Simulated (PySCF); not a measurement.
PySCF input for GaH, SMILES [GaH] (connectivity only; charge and spin as stated), neutral, multiplicity 1, IEF-PCM-PBE0/def2-TZVPD. Geometry: PBE0-D3(BJ)/def2-TZVPD.

```python
import numpy as np
from pyscf import gto, scf, dft
from pyscf.solvent import pcm

mol = gto.M(
    atom='''
    Ga    0.00000000    0.00000000   -0.05254141
    H     0.00000000    0.00000000    1.62878376
    ''',
    basis='def2-TZVPD',
    charge=0,
    spin=0,
    max_memory=1600,
    verbose=3,
)
mf = dft.RKS(mol, xc='pbe0').density_fit(auxbasis='def2-universal-jkfit')
mf.grids.level = 3
mf.conv_tol = 1e-9
mf.max_cycle = 100
mf.kernel()
res = {}
for name, eps in {'water': 78.355, 'chloroform': 4.7113, 'tetrahydrofuran': 7.4257}.items():
    s = mf.PCM()
    s.with_solvent.method, s.with_solvent.eps, s.with_solvent.lebedev_order = 'IEF-PCM', eps, 29
    s.kernel(mf.make_rdm1())
    res[name] = (s.e_tot, eps, s.dip_moment(), s.mo_energy, s.converged)
    print(f'{name}: electrostatic solvation free energy {(s.e_tot - mf.e_tot) * 627.509474:.3f} kcal/mol')
```

Log of the run:

```
converged SCF energy = -1925.15852042499

WARN: PCM is an experimental feature. It is still in testing.
Features and APIs may be changed in the future.

converged SCF energy = -1925.16514214703
Dipole moment(X, Y, Z, Debye): -0.00000,  0.00000, -0.68930
water: electrostatic solvation free energy -4.155 kcal/mol

WARN: PCM is an experimental feature. It is still in testing.
Features and APIs may be changed in the future.

converged SCF energy = -1925.16313140424
Dipole moment(X, Y, Z, Debye): -0.00000,  0.00000, -0.59529
chloroform: electrostatic solvation free energy -2.893 kcal/mol

WARN: PCM is an experimental feature. It is still in testing.
Features and APIs may be changed in the future.

converged SCF energy = -1925.16384844974
Dipole moment(X, Y, Z, Debye):  0.00000,  0.00000, -0.62880
tetrahydrofuran: electrostatic solvation free energy -3.343 kcal/mol
```

The run converged.

Cost: about 8 core-seconds (a rough figure).
